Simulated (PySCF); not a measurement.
## C6H18OSi2: core ionisation energies

C6H18OSi2.
SMILES with atom numbers: `[CH3:1][Si:2]([CH3:3])([CH3:4])[O:5][Si:6]([CH3:7])([CH3:8])[CH3:9]`

Computed with delta-SCF UKS SCAN, pcX-2 on the ionised atom, pcseg-1 elsewhere, spin-free X2C (PySCF 2.14.0). Binding energies are ΔSCF values: E(core-ionised, relaxed orbitals) − E(ground state) at a fixed geometry, referred to the vacuum level.

**Question.** What binding energy does each computed site have?

**Answer.** 
```csv
atom(s),bonded to,level,binding energy (eV),2p1/2 (eV),count
Si2/Si6,O and 3 C,Si 2p3/2,106.30,106.93,2
C1 (×6),3 H and Si,C 1s,289.77,–,6
O5,2 Si,O 1s,536.78,–,1
Si2/Si6,O and 3 C,Si 1s,1846.27,–,2
```

**Question.** Give the binding energy of Si 1s of Si2/Si6 in hartree and in kJ/mol.

**Answer.** 1846.27 eV = 67.8492 Eh = 178138 kJ/mol.

**Question.** What is the longest wavelength that can ionise Si 1s of Si2/Si6 vertically?

**Answer.** λ = hc/E = 12398.42 eV Å / 1846.27 eV = 6.715 Å.

One atom of each set of topologically equivalent atoms was ionised and stands for the set; in this conformer not all members are related by symmetry, and their own values weren't computed. 2p3/2 and 2p1/2 are the ΔSCF energy of one spin-free 2p hole plus the eigenvalues of a spin–orbit and ligand-field matrix of the shell. 2p1/2 minus 2p3/2 (ligand field included): Si 0.63 eV. Geometry: PBE0-D3(BJ)/def2-SVP; no solvent, vibrations or thermal averaging.

Shape of the structure used: `[CH3:1][Si:2]([CH3:3])([CH3:4])[O:5][Si:6]([CH3:7])([CH3:8])[CH3:9]`: C1–Si2–O5–Si6 -82°, Si2–O5–Si6–C7 -77°.
